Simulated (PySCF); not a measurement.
# [Lu(NH3)2]3+ relaxed at several levels

Computed with PySCF 2.14.0, def2-SVP on the ligands, density fitting, scalar-relativistic core potentials, no spin-orbit coupling, vacuum. Each row is relaxed at its own level from the same template. Distances are means of the shortest metal–ligand contacts, charges and spins Mulliken's; removal energies are rigid, with the ligand's formal charge and no counterpoise, so too large; for an anion taken off a cation in vacuum most of it is the attraction of opposite charges, and multiply charged cations can part far more cheaply with an electron moved from ligand to metal. lcecp potentials hold a fixed number of 4f electrons in the core, out of states, spins and gaps.

| level | basis on the metal | point group | M–NH3 (Å) | charge on M (e) | removal of one NH3 (eV) | strongest infrared band, degenerate modes summed (cm⁻¹) | unstable modes (below −25 cm⁻¹) |
| --- | --- | --- | --- | --- | --- | --- | --- |
| BP86 | lcecp-1-SVP with ECP60 | C1 | 2.302 | 1.95 | 5.16 | 3156 | 0 |

Task: What does the calculation give for PBE0, lcecp-1-SVP with ECP60?

Result: point group: C1, M–NH3 (Å): 2.292, charge on M (e): 2.04, removal of one NH3 (eV): 5.13, strongest infrared band, degenerate modes summed (cm⁻¹): 3284, unstable modes (below −25 cm⁻¹): 0.
```xyz
9

Lu    0.8241   -0.7640   -0.0002
N    -0.1331    0.1195    1.8858
H     0.4466    0.8184    2.3995
H    -1.0364    0.6232    1.7620
H    -0.3603   -0.5709    2.6338
N    -0.1260    0.1247   -1.8865
H     0.3706   -0.0942   -2.7773
H    -1.1013   -0.1792   -2.0956
H    -0.2010    1.1634   -1.9214
```

Moved off a saddle point of the template and relaxed again: BP86, PBE0. One start shape was tried for each, so a minimum needn't be the lowest isomer.
